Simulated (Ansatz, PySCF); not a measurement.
C4H4F2, SMILES C=C/C(F)=C/F. Atoms are numbered in the order given.

```xyz
10

C      0.0449    -2.4464     0.0000
C      0.6903    -1.2738     0.0000
C      0.0206     0.0107     0.0000
F     -1.3107    -0.0121     0.0000
C      0.6639     1.1874     0.0000
F      0.0218     2.3438     0.0000
H     -1.0468    -2.4881     0.0000
H      0.5925    -3.3905     0.0000
H      1.7840    -1.2383     0.0000
H      1.7529     1.2634     0.0000
```

Geometry optimised at PBE0-D3(BJ)/def2-SVP. One conformer was computed; it need not be the lowest.

Vertical ionisation energy (IE) and electron affinity (EA) in eV. Rows of orbital energies are one-electron estimates. Where ΔSCF, EOM or ADC give a negative EA the extra electron is unbound and the value depends on the basis.

```tsv
level	IE	EA
−ε(HOMO), −ε(LUMO), CAM-B3LYP/def2-TZVP (PySCF)	8.11	-0.05
−ε(HOMO), −ε(LUMO), PBE/def2-TZVP (PySCF)	5.73	1.92
ΔSCF, PBE0/def2-SVPD (Ansatz), final states of multiplicity 2 and 2	(withheld)	(withheld)
ΔSCF, PBE/def2-SVPD (Ansatz), final states of multiplicity 2 and 2	8.91	-0.88
```

Q: Fill in the missing entries. (Estimate from the structure and the level; the computed values follow.)

A: 
- ΔSCF, PBE0/def2-SVPD (Ansatz, a first-principles code), final states of multiplicity 2 and 2, IE: 9.03
- ΔSCF, PBE0/def2-SVPD (Ansatz), final states of multiplicity 2 and 2, EA: -0.85

Q: What vertical singlet–triplet gap does ΔSCF give with PBE0/def2-SVPD (Ansatz) and with PBE/def2-SVPD (Ansatz)? (An estimate is asked for; the answer gives what the named calculation found.)

A: 3.16 and 3.16 eV (triplet above singlet where positive).
